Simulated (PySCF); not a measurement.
Run record: geometry optimisation, 4-ethylaniline, `CCc1ccc(N)cc1`.

Computed with PBE0-D3(BJ)/def2-SVP geometry optimisation, gas phase (PySCF 2.14.0). Start geometry: GFN2-xTB. The input is one job of a driver script: a line of settings, then coordinates in Å.

Input:
```
{"job": {"xc": "PBE0", "basis": "def2-SVP", "d3": "d3bj", "grid": 2, "kind": "geom"}, "charge": 0, "multiplicity": 1}
C      2.865159    -0.651788    -0.281769
C      2.103126     0.666189    -0.128817
C      0.625148     0.415465    -0.021968
C      0.025915     0.185526     1.209901
C     -1.324970    -0.081022     1.308473
C     -2.122332    -0.129321     0.165890
N     -3.461405    -0.467621     0.251457
C     -1.524235     0.100485    -1.072192
C     -0.172296     0.365086    -1.158039
H      3.934968    -0.469279    -0.359804
H      2.535383    -1.177038    -1.175600
H      2.683523    -1.294443     0.576922
H      2.456796     1.183570     0.765845
H      2.309755     1.301824    -0.992942
H      0.625198     0.222423     2.109064
H     -1.776148    -0.253003     2.275896
H     -3.895107    -0.324948     1.149547
H     -4.034513    -0.194443    -0.530702
H     -2.130803     0.069531    -1.966790
H      0.271692     0.543485    -2.127409
```

Output:
```
step   0  E = -365.55438740  max force = 0.013801
step   1  E = -365.55638096  max force = 0.002673
step   2  E = -365.55640503  max force = 0.000610
step   3  E = -365.55640660  max force = 0.000590
step   4  E = -365.55641116  max force = 0.000094
optimisation converged
```

Energies in Eh; «max force» is the largest Cartesian gradient component in Eh/bohr.

How much energy does the optimisation release, in kcal/mol?

E(step 0) − E(last step) = 0.002024 Eh, which is 1.3 kcal/mol.

Give the first gradient maximum in eV/Å.

With 1 Eh/bohr = 51.422 eV/Å, 0.710 eV/Å.

Summary of the converged run: final energy -365.55641 Eh after 4 steps; dipole 1.66 D.

Where do the atoms end?

0.039 Å rms from the input after alignment:
```
atom  x, y, z in Å
C1     2.9084   -0.6881   -0.3152
C2     2.1141    0.6065   -0.1618
C3     0.6300    0.3773   -0.0558
C4     0.0130    0.1495    1.1791
C5    -1.3486   -0.1120    1.2813
C6    -2.1587   -0.1589    0.1351
N7    -3.5042   -0.4653    0.2239
C8    -1.5470    0.0699   -1.1082
C9    -0.1838    0.3300   -1.1927
H10    3.9895   -0.4920   -0.3915
H11    2.5970   -1.2360   -1.2182
H12    2.7433   -1.3556    0.5449
H13    2.4652    1.1478    0.7326
H14    2.3215    1.2674   -1.0198
H15    0.6150    0.1833    2.0924
H16   -1.7977   -0.2832    2.2638
H17   -3.9402   -0.2978    1.1210
H18   -4.0797   -0.1700   -0.5537
H19   -2.1533    0.0426   -2.0181
H20    0.2605    0.5081   -2.1768
```

Hardware: Arm Neoverse V2, one thread, shared host. Cost: 64 s wall, 0.83 GiB resident at most.
Labels such as C1 count atoms from 1, the log's own numbers from 0.
